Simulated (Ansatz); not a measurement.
Ansatz results at the PBE0-D4/def2-TZVP geometry: HOMO energy (PBE0/def2-TZVPP) -7.90 eV; HOMO–LUMO gap (ωB97M-V/def2-TZVPP) 12.60 eV; HOMO–LUMO gap (PBE/def2-TZVPP) 6.43 eV.

Each molecule was computed in one conformer, which needn't be the lowest.

Task: Which molecule gave them?
A. `C[SiH2]C(N)F`
B. `CO[Si](F)(C#N)OC`
C. `NCC[SiH2]F`
D. `CC[SiH](N)F`

Result: D. The others give `CO[Si](F)(C#N)OC`: -9.26, 13.24, 6.07; `C[SiH2]C(N)F`: -7.86, 12.29, 6.14; `NCC[SiH2]F`: -7.04, 11.57, 5.10.
